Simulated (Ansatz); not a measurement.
Computed with Ansatz on PBE0-D4/def2-TZVP structures; ΔE is electronic, products minus reactants. CCSD(T)/CBS is the MP2 limit (def2-TZVPP, def2-QZVPP) plus CCSD(T) − MP2 in def2-TZVPP, frozen cores. Functionals use def2-TZVPP. B3LYP here is the variant with VWN-RPA as its local correlation; programs differ in this. One conformer a species, not always the lowest.

`C=C[Si](O)(O)O` + `O[Si]1(S)CO1` → `C=C[Si](O)(O)S` + `O[Si]1(O)CO1`  (redistribution)

(1) Is it downhill or uphill in electronic energy at CCSD(T)/CBS, and by how much? (An estimate is asked.)

(2) What do these levels give: PBE-D4, B3LYP-D4, ωB97M-V, r2SCAN, B3LYP, HF/def2-TZVPP, MP2/def2-TZVPP, CCSD/def2-TZVPP, MP2/def2-QZVPP, SCS-MP2/def2-QZVPP, MP2/CBS(def2), CCSD/CBS(def2)? (An estimate is asked.)

Largest T1 diagnostic among the species: 0.013.

## Answers

(1) Ansatz gave: Uphill: ΔE = +0.07 eV.

(2) Computed: PBE-D4 0.07, B3LYP-D4 0.07, ωB97M-V 0.07, r2SCAN 0.07, B3LYP 0.08, HF/def2-TZVPP 0.08, MP2/def2-TZVPP 0.07, CCSD/def2-TZVPP 0.08, MP2/def2-QZVPP 0.06, SCS-MP2/def2-QZVPP 0.07, MP2/CBS(def2) 0.06, CCSD/CBS(def2) 0.07 eV.
